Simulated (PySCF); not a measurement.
Compound: C6H8N2Si.
Cartesian coordinates in Å at the GFN2-xTB level; atoms count from 1:
```
atom  x, y, z in Å
N1     2.7768   -2.4573    0.2754
C2     2.3003   -1.4510    0.5348
C3     1.7079   -0.1700    0.8159
C4     1.5094    0.5905   -0.4913
N5     2.1190    1.6220   -0.8485
C6     0.4658    0.0061   -1.4051
C7    -0.8308    0.0072   -0.7525
C8    -1.8837    0.0251   -0.1668
Si9   -3.5180    0.0500    0.6932
H10    0.7339   -0.3278    1.2896
H11    2.3618    0.3841    1.4962
H12    2.8208    1.9876   -0.2097
H13    0.7427   -1.0239   -1.6559
H14    0.4247    0.6011   -2.3198
H15   -4.2414    1.2504    0.2705
H16   -3.2504    0.0844    2.1353
H17   -4.2460   -1.1665    0.3286
```

Computed at PBE0/pcSseg-1 (PySCF, non-relativistic), with Q(14N) = 0.02044 b: N1, 14N (I = 1): χzz = -4.685 MHz, η = 0.063; N5, 14N (I = 1): χzz = -4.978 MHz, η = 0.378.

(1) Find the zero-field quadrupole resonance frequencies of 14N at N1.

(2) Where would the pure quadrupole (NQR) lines of 14N at N5 fall for the rigid, isolated species?

## Answers

(1) From ν± = (3/4)|χ|(1 ± η/3) and ν0 = |χ|η/2: ν+ 3.587 MHz, ν− 3.440 MHz, ν0 0.147 MHz (nitrile nitrogen).

(2) From ν± = (3/4)|χ|(1 ± η/3) and ν0 = |χ|η/2: ν+ 4.204 MHz, ν− 3.263 MHz, ν0 0.941 MHz (imine nitrogen).

In a crystal, neighbours and librations shift these lines. GFN2-xTB bond lengths can be off by several hundredths of an ångström, more for odd bonds, and the gradients follow them. With so small a basis the couplings can be 20 % off.

These values come from a run that also computed NMR shieldings. Time: 31 s of wall time; peak memory 0.88 GiB. Hardware: one thread, Arm Neoverse V2 (aarch64), shared host with 96 logical CPUs at a one-minute load of 48.

One conformer stands for the species.
